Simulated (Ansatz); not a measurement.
**Question.** Name a neutral molecule of C, F, O, Si and H with LUMO energy (PBE/def2-TZVPP) between -1.65 and -1.35 eV and HOMO–LUMO gap (PBE0/def2-TZVPP) between 6.90 and 7.20 eV (Ansatz, PBE0-D4/def2-TZVP geometry).

**Answer.** `C[SiH](F)[SiH2]O` (-1.55 eV, 6.94 eV). Other molecules can fit too; these were computed, each in one conformer that needn't be the lowest.
